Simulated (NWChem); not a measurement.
System: CH₄N₂SSr

The following NWChem deck was run.

```
start job
memory heap 200 mb stack 900 mb global 1100 mb
geometry units angstroms noautoz
  Sr     0.161637     0.320864    -0.343268
  S      0.025427     3.090025    -0.495458
  H     -0.092658     3.285522     0.838302
  C     -0.811124    -2.317540     0.017113
  N     -0.745840    -1.813499    -1.205730
  N     -0.394082    -1.626299     1.068023
  H     -1.225987    -3.336519     0.165646
  H     -1.113101    -2.446588    -1.907183
  H     -0.515326    -2.131476     1.938500
end
basis spherical
  * library def2-svpd
end
ecp
  Sr library def2-ecp
end
dft
  xc pbe0
  iterations 150
end
tddft
  cis
  nroots 6
  notriplet
end
task tddft energy
```

NWChem printed, in part:

```
             Northwest Computational Chemistry Package (NWChem) 7.3.0
             --------------------------------------------------------

 C1  symmetry detected

                             Geometry "geometry" -> ""
                             -------------------------

 Output coordinates in angstroms (scale by  1.889725989 to convert to a.u.)

  No.       Tag          Charge          X              Y              Z
 ---- ---------------- ---------- -------------- -------------- --------------
    1 Sr                  38.0000    -0.03919084    -0.12270448     0.27147188
    2 S                   16.0000    -0.02255612    -2.84619595    -0.26916212
    3 H                    1.0000     1.29926357    -2.91230101    -0.55112262
    4 C                    6.0000     0.03374722     2.64913207    -0.31921945
    5 N                    7.0000    -1.13787544     2.04216820    -0.20715014
    6 N                    7.0000     1.16844268     1.99363887    -0.12187495
    7 H                    1.0000     0.06675447     3.72607043    -0.58681215
    8 H                    1.0000    -1.91665245     2.66184883    -0.40007739
    9 H                    1.0000     1.98433023     2.58084547    -0.25283309

 Effective nuclear repulsion energy (a.u.)     405.7923085373

                                 NWChem DFT Module
                                 -----------------

 Summary of "ao basis" -> "ao basis" (spherical)
 ------------------------------------------------------------------------------
       Tag                 Description            Shells   Functions and Types
 ---------------- ------------------------------  ------  ---------------------
 Sr                        def2-svpd                10       26   4s4p2d
 S                         def2-svpd                11       27   5s4p2d
 H                         def2-svpd                 4        8   2s2p
 C                         def2-svpd                 8       20   4s2p2d
 N                         def2-svpd                 8       20   4s2p2d

            General Information
            -------------------
          SCF calculation type: DFT
          Wavefunction type:  closed shell.
          No. of atoms     :     9
          No. of electrons :    50
           Alpha electrons :    25
            Beta electrons :    25
          Charge           :     0
          Spin multiplicity:     1
          Use of symmetry is: off; symmetry adaption is: off
          Maximum number of iterations: 150
          AO basis - number of functions:   145
                     number of shells:    61
          Convergence on energy requested:  1.00D-06
          Convergence on density requested:  1.00D-05
          Convergence on gradient requested:  5.00D-04

              XC Information
              --------------
                         PBE0 Method XC Functional
                     Hartree-Fock (Exact) Exchange  0.250
          PerdewBurkeErnzerhof Exchange Functional  0.750
            Perdew 1991 LDA Correlation Functional  1.000 local
           PerdewBurkeErnz. Correlation Functional  1.000 non-local

             Grid Information
             ----------------
          Grid used for XC integration:  medium
          Radial quadrature: Mura-Knowles
          Angular quadrature: Lebedev.
          Tag              B.-S. Rad. Rad. Pts. Rad. Cut. Ang. Pts.
          ---              ---------- --------- --------- ---------
          Sr                  2.00      123          13.0       590
          S                   1.00       88          15.0       590
          H                   0.35       45          17.0       434
          C                   0.70       49          16.0       434
          N                   0.65       49          15.0       434
          Grid pruning is: on
          Number of quadrature shells:   538
          Spatial weights used:  Erf1

      Superposition of Atomic Density Guess
      -------------------------------------

 Sum of atomic energies:        -580.34342983

      Non-variational initial energy
      ------------------------------

 Total energy =    -577.710749
 1-e energy   =   -1171.883409
 2-e energy   =     406.102455
 HOMO         =      -0.331661
 LUMO         =      -0.088153

   convergence    iter        energy       DeltaE   RMS-Dens  Diis-err
 ---------------- ----- ----------------- --------- --------- ---------
 d= 0,ls=0.0,diis     1   -578.3785120598 -7.66D+02  1.27D-02  8.32D-01
 d= 0,ls=0.0,diis     2   -578.3341789538  4.43D-02  6.79D-03  1.33D+00
 d= 0,ls=0.0,diis     3   -578.4869114539 -1.53D-01  1.07D-03  2.05D-02
 d= 0,ls=0.0,diis     4   -578.4887119615 -1.80D-03  4.88D-04  3.76D-03
 d= 0,ls=0.0,diis     5   -578.4892847200 -5.73D-04  1.11D-04  1.16D-04
  Resetting Diis
 d= 0,ls=0.0,diis     6   -578.4892963088 -1.16D-05  4.16D-05  4.29D-05
 d= 0,ls=0.0,diis     7   -578.4893010075 -4.70D-06  3.54D-05  4.26D-06
 d= 0,ls=0.0,diis     8   -578.4892998285  1.18D-06  1.94D-05  1.48D-05
 d= 0,ls=0.0,diis     9   -578.4893015609 -1.73D-06  4.27D-06  1.34D-07
 d= 0,ls=0.0,diis    10   -578.4893015776 -1.67D-08  9.01D-07  6.85D-09

         Total DFT energy =     -578.489301577646
      One electron energy =    -1178.194918957930
           Coulomb energy =      462.129687140327
    Exchange-Corr. energy =      -50.494274640493
 Nuclear repulsion energy =      188.070204880450

 Numeric. integr. density =       50.000010914599

                       DFT Final Molecular Orbital Analysis
                       ------------------------------------

 Vector   23  Occ=2.000000D+00  E=-2.440337D-01
              MO Center=  1.7D-02,  2.0D+00, -1.6D-01, r^2= 2.4D+00
   Bfn.  Coefficient  Atom+Function         Bfn.  Coefficient  Atom+Function
  ----- ------------  ---------------      ----- ------------  ---------------
    88      0.405649  5 N  pz               108     -0.407466  6 N  pz
    91     -0.305093  5 N  pz               111      0.306595  6 N  pz
    87      0.103100  5 N  py               107     -0.098866  6 N  py
    90     -0.078899  5 N  py               110      0.075812  6 N  py
    20     -0.071465  1 Sr d  1             145      0.059802  9 H  pz

 Vector   24  Occ=2.000000D+00  E=-2.286824D-01
              MO Center=  1.7D-02, -2.6D+00, -2.6D-01, r^2= 2.8D+00
   Bfn.  Coefficient  Atom+Function         Bfn.  Coefficient  Atom+Function
  ----- ------------  ---------------      ----- ------------  ---------------
    39      0.552417  2 S  py                36      0.403373  2 S  py
    33      0.233119  2 S  py                 6      0.212557  1 Sr py
     3      0.161556  1 Sr s                 21     -0.122518  1 Sr d  2
    85     -0.115448  5 N  s                  2     -0.112299  1 Sr s
    29     -0.093110  2 S  s                105     -0.091105  6 N  s

 Vector   25  Occ=2.000000D+00  E=-2.155853D-01
              MO Center=  2.0D-02, -2.7D+00, -2.5D-01, r^2= 2.0D+00
   Bfn.  Coefficient  Atom+Function         Bfn.  Coefficient  Atom+Function
  ----- ------------  ---------------      ----- ------------  ---------------
    40      0.559857  2 S  pz                37      0.403250  2 S  pz
    34      0.231889  2 S  pz                43      0.141411  2 S  pz
    38      0.114706  2 S  px                18     -0.102358  1 Sr d -1
    39     -0.092780  2 S  py                35      0.083499  2 S  px
    36     -0.069175  2 S  py                 7     -0.066071  1 Sr pz

[...]

                                NWChem TDDFT Module
                                -------------------

            General Information
            -------------------
           No. of orbitals :     290
            Alpha orbitals :     145
             Beta orbitals :     145
        Alpha frozen cores :       0
         Beta frozen cores :       0
     Alpha frozen virtuals :       0
      Beta frozen virtuals :       0
         Spin multiplicity :       1
    Number of AO functions :     145
        Use of symmetry is : off
      Symmetry adaption is : off
         Schwarz screening :  0.10D-07

              XC Information
              --------------
                  PBE0 Method XC Functional
              Hartree-Fock (Exact) Exchange   0.25
   PerdewBurkeErnzerhof Exchange Functional   0.75
     Perdew 1991 LDA Correlation Functional   1.00 local
    PerdewBurkeErnz. Correlation Functional   1.00 non-local

             TDDFT Information
             -----------------
          Calculation type : Tamm-Dancoff TDDFT
         Wavefunction type : Restricted singlets
          No. of electrons :      50
           Alpha electrons :      25
            Beta electrons :      25
              No. of roots :       6
          Max subspacesize :    5200
            Max iterations :     100
               Target root :       1
           Target symmetry : none
      Symmetry restriction : off
                 Algorithm : Optimal
        Davidson threshold :  0.10D-03

    6 smallest eigenvalue differences (eV)
--------------------------------------------------------
  No. Spin  Occ  Vir  Irrep   E(Occ)    E(Vir)   E(Diff)
--------------------------------------------------------
    1    1   25   26 a        -0.216    -0.045     4.635
    2    1   24   26 a        -0.229    -0.045     4.992
    3    1   23   26 a        -0.244    -0.045     5.409
    4    1   25   27 a        -0.216    -0.004     5.758
    5    1   25   28 a        -0.216    -0.002     5.819
    6    1   25   29 a        -0.216     0.001     5.896
--------------------------------------------------------

  Entering Davidson iterations
  Restricted singlet excited states

  Iter   NTrls   NConv    DeltaV     DeltaE      Time
  ----  ------  ------  ---------  ---------  ---------
    1      6       0     0.33E-01   0.10+100       53.0
    2     12       0     0.21E-01   0.38E-02       62.4
    3     18       0     0.90E-02   0.15E-02       80.4
    4     24       0     0.38E-02   0.32E-03       52.3
    5     30       2     0.20E-02   0.59E-04       67.2
    6     34       3     0.14E-02   0.12E-04       68.6
    7     37       5     0.11E-02   0.93E-05       53.1
    8     38       5     0.56E-03   0.47E-05       52.5
    9     39       5     0.31E-03   0.11E-05       35.7
   10     40       5     0.21E-03   0.29E-06       34.5
   11     41       6     0.82E-04   0.98E-07       35.2
  ----  ------  ------  ---------  ---------  ---------
  Convergence criterion met

  Ground state a        -578.489301577646 a.u.

  ----------------------------------------------------------------------------
  Root   1 singlet a              0.131684008 a.u.                3.5833 eV
  ----------------------------------------------------------------------------
     Transition Moments    X -0.10938   Y  0.14864   Z -0.61086
     Dipole Oscillator Strength                    0.0357481506
     Electric Quadrupole                           0.0000000780
     Magnetic Dipole                               0.0000005463
     Total Oscillator Strength                     0.0357487750

     Occ.   25  a   ---  Virt.   26  a        0.99321
     Occ.   25  a   ---  Virt.   27  a       -0.09110
  ----------------------------------------------------------------------------
  Root   2 singlet a              0.145452099 a.u.                3.9580 eV
  ----------------------------------------------------------------------------
     Transition Moments    X  0.07468   Y  0.48809   Z  0.07874
     Dipole Oscillator Strength                    0.0242425412
     Electric Quadrupole                           0.0000000726
     Magnetic Dipole                               0.0000000234
     Total Oscillator Strength                     0.0242426371

     Occ.   24  a   ---  Virt.   26  a       -0.98989
     Occ.   24  a   ---  Virt.   27  a        0.10258
  ----------------------------------------------------------------------------
  Root   3 singlet a              0.158220083 a.u.                4.3054 eV
  ----------------------------------------------------------------------------
     Transition Moments    X -0.08401   Y  0.00013   Z  0.00221
     Dipole Oscillator Strength                    0.0007449686
     Electric Quadrupole                           0.0000000503
     Magnetic Dipole                               0.0000002713
     Total Oscillator Strength                     0.0007452903

     Occ.   23  a   ---  Virt.   26  a        0.99384
     Occ.   23  a   ---  Virt.   31  a        0.05010
     Occ.   23  a   ---  Virt.   33  a       -0.05865
  ----------------------------------------------------------------------------
  Root   4 singlet a              0.176902178 a.u.                4.8138 eV
  ----------------------------------------------------------------------------
     Transition Moments    X -0.04920   Y -0.02648   Z -0.17357
     Dipole Oscillator Strength                    0.0039210369
     Electric Quadrupole                           0.0000000455
     Magnetic Dipole                               0.0000001343
     Total Oscillator Strength                     0.0039212167

     Occ.   25  a   ---  Virt.   26  a       -0.07949
     Occ.   25  a   ---  Virt.   27  a       -0.80766
     Occ.   25  a   ---  Virt.   28  a       -0.41096
     Occ.   25  a   ---  Virt.   30  a        0.29015
     Occ.   25  a   ---  Virt.   31  a       -0.23525
     Occ.   25  a   ---  Virt.   32  a        0.06511
     Occ.   25  a   ---  Virt.   33  a        0.11312
     Occ.   25  a   ---  Virt.   34  a       -0.05072
     Occ.   25  a   ---  Virt.   38  a        0.06782
  ----------------------------------------------------------------------------
  Root   5 singlet a              0.179051744 a.u.                4.8722 eV
  ----------------------------------------------------------------------------
     Transition Moments    X -0.17559   Y  0.00471   Z -0.19272
     Dipole Oscillator Strength                    0.0081164393
     Electric Quadrupole                           0.0000000945
     Magnetic Dipole                               0.0000001569
     Total Oscillator Strength                     0.0081166908

     Occ.   25  a   ---  Virt.   27  a       -0.42032
     Occ.   25  a   ---  Virt.   28  a        0.85615
     Occ.   25  a   ---  Virt.   30  a        0.13083
     Occ.   25  a   ---  Virt.   32  a       -0.09964
     Occ.   25  a   ---  Virt.   33  a       -0.12869
     Occ.   25  a   ---  Virt.   34  a        0.18465
  ----------------------------------------------------------------------------
  Root   6 singlet a              0.188234778 a.u.                5.1221 eV
  ----------------------------------------------------------------------------
     Transition Moments    X -0.08268   Y -0.01290   Z  0.18761
     Dipole Oscillator Strength                    0.0052954191
     Electric Quadrupole                           0.0000000476
     Magnetic Dipole                               0.0000001366
     Total Oscillator Strength                     0.0052956033

     Occ.   24  a   ---  Virt.   27  a       -0.17705
     Occ.   24  a   ---  Virt.   28  a       -0.08247
     Occ.   24  a   ---  Virt.   31  a       -0.07713
     Occ.   25  a   ---  Virt.   27  a        0.26320
     Occ.   25  a   ---  Virt.   29  a       -0.74599
     Occ.   25  a   ---  Virt.   30  a        0.48836
     Occ.   25  a   ---  Virt.   31  a       -0.26559
     Occ.   25  a   ---  Virt.   32  a       -0.09291

              Target root =      1
          Target symmetry = none
      Ground state energy =   -578.489301577646
        Excitation energy =      0.131684007566
     Excited state energy =   -578.357617570081

  stored tddft:energy   -578.35761757008072
```

Level: PBE0/def2-SVPD with def2 effective core potentials on Sr, TDA. Geometry: optimised at PBE0/def2-SVP. No frequency run checked for a minimum. def2 effective core potentials on Sr; no spin-orbit coupling.
